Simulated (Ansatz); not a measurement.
Reaction (ligand exchange at a Mg–C bond): `C[CH2][Mg][NH2]` + `O[SiH3]` → `[NH2][Mg][O][SiH3]` + `CC`

Calculated with Ansatz (gas phase, PBE0-D4/def2-TZVP geometries, no zero-point term in ΔE). CCSD(T)/CBS adds triple-zeta CCSD(T) − MP2 to the extrapolated MP2 energy (def2 sets, frozen cores). This one scheme is used for every species. Functionals use def2-TZVPP. For Mg outer-core shells are correlated without core-valence functions, which leaves a few kJ/mol of doubt a bond. One conformer a species, not always the lowest.

```csv
level,ΔE (eV)
ωB97X-V,-1.99
r2SCAN,-2.02
```

Q: What does CCSD(T)/CBS give? (Best estimate.)

A: The calculation gave: -2.00 eV. The listed levels differ from it by 0.01, -0.02 eV.

Largest T1 diagnostic among the species: 0.011.

From BLYP to BHLYP (50 % exact exchange), in def2-TZVPP and without D4, ΔE moves by −0.14 eV. Leaving LDA and LC-ωPBE aside and taking each functional with its dispersion term where it has one, the values, not all of them listed here, spread over 0.25 eV, from BHLYP-D4 to PBE-D4. LDA lies +0.03 eV from PBE without D4. At CCSD(T), def2-SVP lies −0.20 eV from the extrapolated value and def2-TZVPP +0.02 eV.
